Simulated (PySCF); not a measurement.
## SeNCl₃: one-bond stretch

All numbers come from B3LYP in PySCF with Se def2-SVP, N def2-SVP, Cl def2-SVP; no relativity; density-fitted integrals.

Rigid scan from the singlet minimum (Se–Cl 2.269 Å (×3), Se–N 1.596 Å; Cl–Se–Cl 95.7° (×3), Cl–Se–N 121.1° (×3)). Coordinate: the bond from Se to the last atom (Cl) scaled, the rest fixed. Energies in kJ/mol from the minimum.

```csv
scale of one bond,E (kJ/mol),dipole size (D)
0.92,19.0,1.88
0.96,4.1,1.54
1.00,0.0,1.30
1.05,4.7,1.20
1.12,21.6,1.38
1.20,47.7,1.72
1.35,98.2,2.21
1.55,151.8,–
1.80,193.1,–
2.20,220.9,–
```

At long bonds a restricted determinant can lie too high, and another spin state can fall below this curve.

Other isomers or separated fragments may lie lower.
